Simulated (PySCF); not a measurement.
# How methods differ on the ionisation energy of Pd

Pd [Kr] 4d10 (1S) → Pd⁺ [Kr] 4d9 (2D), as a difference of total energies. Computed with PySCF 2.14 in aug-cc-pVTZ-PP with ECP28MDF (6s6p5d3f2g, 88 functions), with scalar relativity through the core potential. Correlated levels: valence: 4s2 4p6 frozen. The calculations carry no spin-orbit coupling.

| method | ionisation energy (eV) |
| --- | --- |
| UHF | 6.237 |
| MP2 (valence) | 8.675 |
| SCS-MP2 (valence) | 8.438 |
| CCSD (valence) | 8.080 |
| CCSD(T) (valence) | 8.308 |

Q: How much does correlation contribute at CCSD(T) (valence)?

A: 8.308 − (6.237) = 2.071 eV, measured against UHF.

Errors of the correlated levels include the incompleteness of this basis and the frozen core.

For comparison: 8.512 eV (measured; NIST levels, between the centres of gravity of the two terms).
